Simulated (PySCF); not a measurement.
## Optical rotation: SMILES C=C(F)/C(F)=C/C(F)(F)F, C5H3F5

Molfile (atoms numbered from 1):
```
C5H3F5
     RDKit          3D

 13 12  0  0  0  0  0  0  0  0999 V2000
    2.4265    0.6407   -0.9770 C   0  0  0  0  0  0  0  0  0  0  0  0
    1.5071   -0.1669   -0.4507 C   0  0  0  0  0  0  0  0  0  0  0  0
    1.7623   -1.4486   -0.1976 F   0  0  0  0  0  0  0  0  0  0  0  0
    0.1449    0.2297   -0.0944 C   0  0  0  0  0  0  0  0  0  0  0  0
   -0.1149    1.5042   -0.3419 F   0  0  0  0  0  0  0  0  0  0  0  0
   -0.7692   -0.5943    0.4274 C   0  0  0  0  0  0  0  0  0  0  0  0
   -2.1692   -0.2028    0.7673 C   0  0  0  0  0  0  0  0  0  0  0  0
   -2.6731   -1.0521    1.6672 F   0  0  0  0  0  0  0  0  0  0  0  0
   -2.2510    1.0260    1.2776 F   0  0  0  0  0  0  0  0  0  0  0  0
   -2.9687   -0.2410   -0.3048 F   0  0  0  0  0  0  0  0  0  0  0  0
    2.1808    1.6834   -1.1712 H   0  0  0  0  0  0  0  0  0  0  0  0
    3.4209    0.2621   -1.2154 H   0  0  0  0  0  0  0  0  0  0  0  0
   -0.4967   -1.6366    0.5884 H   0  0  0  0  0  0  0  0  0  0  0  0
  1  2  2  0
  2  3  1  0
  2  4  1  0
  4  5  1  0
  4  6  2  0
  6  7  1  0
  7  8  1  0
  7  9  1  0
  7 10  1  0
  1 11  1  0
  1 12  1  0
  6 13  1  0
M  END
```

Method: TDDFT CAM-B3LYP/aug-cc-pVDZ circular dichroism and optical rotation, one conformer, gas phase (PySCF). Geometry: PBE0-D3(BJ)/def2-SVP.

No stereocentre is labelled: unless the shape is locked (an allene, a helicene, a hindered biaryl), the mirror image is equally populated and a measured rotation or CD is zero.

Give the optical rotatory dispersion at 633, 589.3, 546, 436, 405, 365, 355 nm.

[α] in deg dm⁻¹ (g/mL)⁻¹:
```tsv
λ (nm)	origin-invariant length gauge	modified velocity gauge	length gauge (centre of mass)	isotropic polarisability (au)
633	+2.5	+1.6	+2.5	73.3
589.3	+3.2	+2.1	+3.1	73.8
546	+4.1	+2.8	+4.0	74.5
436	+9.2	+7.1	+9.2	77.4
405	+12.4	+10.0	+12.5	78.8
365	+19.6	+16.5	+19.9	81.6
355	+22.4	+19.1	+22.7	82.5
```

And for the mirror image at 589.3 nm?

-3.2 deg dm⁻¹ (g/mL)⁻¹ (origin-invariant length gauge): the same size and the opposite sign.

What is the molar rotation [Φ] = [α]·M/100 of the geometry above at 589.3 nm?

With M = 158.07 g/mol, +5.0 deg cm² dmol⁻¹ (origin-invariant length gauge).

The first excitation lies at 5.71 eV (217 nm) with R = +1.8 × 10⁻⁴⁰ esu² cm² (velocity form).
